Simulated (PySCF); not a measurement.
C4H5FSi, SMILES C#C/C(F)=C/[SiH3]. Atoms are numbered in the order given.

```xyz
11

C     -0.4699     3.1650     0.0000
C     -0.1943     1.9845     0.0000
C      0.1268     0.5958     0.0000
F      1.4440     0.3512     0.0000
C     -0.7406    -0.4249     0.0000
Si    -0.1897    -2.2155     0.0000
H     -0.7156     4.2116     0.0000
H     -1.8006    -0.1586     0.0000
H      0.6261    -2.5211    -1.2130
H      0.6261    -2.5211     1.2130
H     -1.4079    -3.0777     0.0000
```
Charge 0, spin multiplicity 1.

The structure is a stationary point at PBE0-D3(BJ)/def2-SVP. The structure was generated by enumeration; whether it is a known compound was not checked.

Vertical ionisation energy (IE) and electron affinity (EA) in eV. Rows of orbital energies are one-electron estimates. Where ΔSCF, EOM or ADC give a negative EA the extra electron is unbound and the value depends on the basis.

```csv
level,IE,EA
"−ε(HOMO), −ε(LUMO), CAM-B3LYP/def2-TZVP (PySCF)",8.67,0.49
"−ε(HOMO), −ε(LUMO), PBE/def2-TZVP (PySCF)",?,?
```

Question: Some entries are withheld; supply them. (The exact figures need the calculation; the answer reports its results.)

Answer: 
- −ε(HOMO), −ε(LUMO), PBE/def2-TZVP (PySCF), IE: 6.34
- −ε(HOMO), −ε(LUMO), PBE/def2-TZVP (PySCF), EA: 2.44
